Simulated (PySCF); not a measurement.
## Substituent effects on core binding energies

Parent: `O=C[SiH3]`, numbered `[O:1]=[CH:2][SiH3:3]`. One hydrogen on Si3 is replaced. The calculation used delta-SCF UKS SCAN, pcX-2 on the ionised atom, pcseg-1 elsewhere, spin-free X2C (PySCF 2.14.0). Vertical ΔSCF values, vacuum level as zero. Geometries: PBE0-D3(BJ)/def2-SVP; isolated species, one conformer each.

The parent's lines: C2 C 1s 293.48 eV; O1 O 1s 538.57 eV; Si3 Si 1s 1846.95 eV; Si3 Si 2p3/2 107.25 eV.

The 2p values add to the ΔSCF energy of one spin-free hole a correction within the shell (spin–orbit coupling, ligand field). 2p1/2 minus 2p3/2 (ligand field included): Si 0.62 eV.

**Question.** Order the derivatives by the Si 2p3/2 binding energy of the substituted atom, lowest first.
A. CH2NH2: `NC[SiH2]C=O`
B. SH: `O=C[SiH2]S`
C. F: `O=C[SiH2]F`
D. CH3: `C[SiH2]C=O`
E. OSiH3: `O=C[SiH2]O[SiH3]`
F. CH=NH: `[H]/N=C\[SiH2]C=O`
G. Cl: `O=C[SiH2]Cl`

**Answer.** A (106.67 eV), D (106.84 eV), F (107.24 eV), B (107.55 eV), E (107.77 eV), G (108.24 eV), C (108.56 eV).

**Question.** How do the binding energies of the substituted atom and of the parent's carbons near it change?

**Answer.** Changes against the parent, in eV:

| substituent | molecule | Si 2p3/2 of the substituted atom | its change |
| --- | --- | --- | --- |
| CH2NH2 | NC[SiH2]C=O | 106.67 | -0.58 |
| CH3 | C[SiH2]C=O | 106.84 | -0.41 |
| CH=NH | [H]/N=C\[SiH2]C=O | 107.24 | -0.01 |
| CHO | O=C[SiH2]C=O | 107.30 | +0.05 |
| SH | O=C[SiH2]S | 107.55 | +0.30 |
| OSiH3 | O=C[SiH2]O[SiH3] | 107.77 | +0.52 |
| Cl | O=C[SiH2]Cl | 108.24 | +0.99 |
| CN | N#C[SiH2]C=O | 108.33 | +1.08 |
| F | O=C[SiH2]F | 108.56 | +1.31 |

At the substituted atom the change runs from -0.58 eV (CH2NH2) to +1.31 eV (F).

**Question.** List all computed levels of each derivative.

**Answer.** 
- `NC[SiH2]C=O`: C 1s: 291.32 eV; N 1s: 405.44 eV; O 1s: 537.87 eV; Si 1s: 1846.37 eV; Si 2p3/2: 106.67 eV
- `C[SiH2]C=O`: C 1s: 290.51 (area 1), 293.15 (area 1) eV; O 1s: 538.32 eV; Si 1s: 1846.56 eV; Si 2p3/2: 106.84 eV
- `[H]/N=C\[SiH2]C=O`: C 1s: 291.85 eV; N 1s: 404.91 eV; O 1s: 538.22 eV; Si 1s: 1846.92 eV; Si 2p3/2: 107.24 eV
- `O=C[SiH2]C=O`: O 1s: 538.30 eV; Si 1s: 1846.97 eV; Si 2p3/2: 107.30 eV
- `O=C[SiH2]S`: O 1s: 538.89 eV; Si 1s: 1847.32 eV; Si 2p3/2: 107.55 eV; S 1s: 2477.16 eV
- `O=C[SiH2]O[SiH3]`: C 1s: 293.37 eV; O 1s: 538.06 (area 1), 538.61 (area 1) eV; Si 1s: 1847.38 (area 1), 1847.65 (area 1) eV; Si 2p3/2: 107.47 (area 1), 107.77 (area 1) eV
- `O=C[SiH2]Cl`: C 1s: 293.76 eV; O 1s: 538.91 eV; Si 1s: 1848.05 eV; Si 2p3/2: 108.24 eV; Cl 1s: 2828.97 eV; Cl 2p3/2: 206.38 eV
- `N#C[SiH2]C=O`: C 1s: 292.11 (area 1), 294.05 (area 1) eV; N 1s: 405.54 eV; O 1s: 539.15 eV; Si 1s: 1848.09 eV; Si 2p3/2: 108.33 eV

Areas count equivalent atoms. The 2p values aren't plain energy differences: one relaxed spin-free 2p hole is combined with a matrix within the shell (ground-state 2p orbital-energy differences and spin–orbit coupling). 2p3/2, the mean of its two sublevels, lies a third of the splitting below the shell's mean and 2p1/2 two thirds above it; the statistical areas are 2:1. 8 of these hole states are spin-contaminated (⟨S²⟩ up to 0.98, against 0.75; counted from 0.85) and less certain. Lists may lack sites without a reliable hole state.
